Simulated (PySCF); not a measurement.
Simulated absorption spectrum

3-chlorobenzonitrile, C7H4ClN.
Cartesian coordinates in Å at the GFN2-xTB level; atoms count from 1:
```xyz
13
C7H4ClN angstrom
N     -3.2244   -1.6442   -0.3955
C     -2.2148   -1.1171   -0.2714
C     -0.9698   -0.4601   -0.1194
C     -0.9141    0.9337   -0.1214
C      0.3071    1.5644    0.0265
C      1.4683    0.8237    0.1753
C      1.4017   -0.5629    0.1769
Cl     2.8496   -1.4873    0.3638
C      0.1912   -1.2172    0.0317
H     -1.8221    1.5058   -0.2373
H      0.3585    2.6424    0.0270
H      2.4219    1.3143    0.2905
H      0.1425   -2.2950    0.0354
```

The calculation used TDDFT B3LYP/def2-SVPD, vertical, gas phase, core orbitals frozen in the response (PySCF 2.14.0, density-fitted response routines).

Computed states:

```
state  E (eV)       f
   S1    4.82   0.022
   S2    5.47   0.093
   S3    6.13   0.628
   S4    6.20  0.0002
   S5    6.32   0.204
   S6    6.35  0.0001
   S7    6.43  0.0000
   S8    6.73  0.0002
```

Broadening: Gaussians 0.4 eV wide at half height, area fixed by f = 4.319×10⁻⁹ ∫ε dν̃. The cross-section is σ = 3.8235×10⁻²¹ ε cm², given in Mb (10⁻¹⁸ cm²). The width is an assumption, not a result. The curve ends short of the highest state used, and states not computed would add to its high-energy end.

Question: What does the envelope look like, and where are its maxima?

Answer: 
(λ (nm), σ (Mb)): (202.4, 188.42), (205.5, 149.83), (208.7, 91.59), (211.8, 46.11), (215.0, 21.86), (218.1, 16.00), (221.3, 18.94), (224.4, 22.96), (227.6, 23.74), (230.7, 20.41), (233.9, 14.64), (237.0, 9.21), (240.2, 5.36), (243.3, 3.65), (246.5, 3.51), (249.6, 4.23), (252.8, 5.15), (255.9, 5.67), (259.1, 5.59), (262.2, 4.92), (265.4, 3.88), (268.5, 2.79), (271.7, 1.81), (274.8, 1.09), (278.0, 0.60), (281.1, 0.31), (284.3, 0.15), (287.4, 0.07), (290.6, 0.03), (293.7, 0.01)

Maxima: 257 nm (4.82 eV), ε about 1500, made up of S1 (100%); 227 nm (5.47 eV), ε about 6300, made up of S2 (100%) (ε in L mol⁻¹ cm⁻¹; maxima over ε = 5, shares over 10%). At its high-energy end, 6.13 eV, the curve is still rising (ε about 50000, from S3 and S5).

Question: On this curve, what absorbance would a 10⁻⁵ mol/L sample give at 222 nm over a 1 cm path?

Answer: 222 nm is 5.585 eV, where ε is about 5200 L mol⁻¹ cm⁻¹, so A = ε c l ≈ 0.052 (Beer–Lambert, with the gas-phase spectrum and the assumed width).

Question: Coming from long wavelengths, where does ε first pass 100 L mol⁻¹ cm⁻¹?

Answer: At about 280 nm (4.43 eV), 0.39 eV below S1.

Question: What would ε be at 5.47 eV, the highest of these maxima, with half the width (0.2 eV)?

Answer: About 12500 L mol⁻¹ cm⁻¹ against 6270, a factor of about 1.99; a lone state at its own centre would give exactly 2.
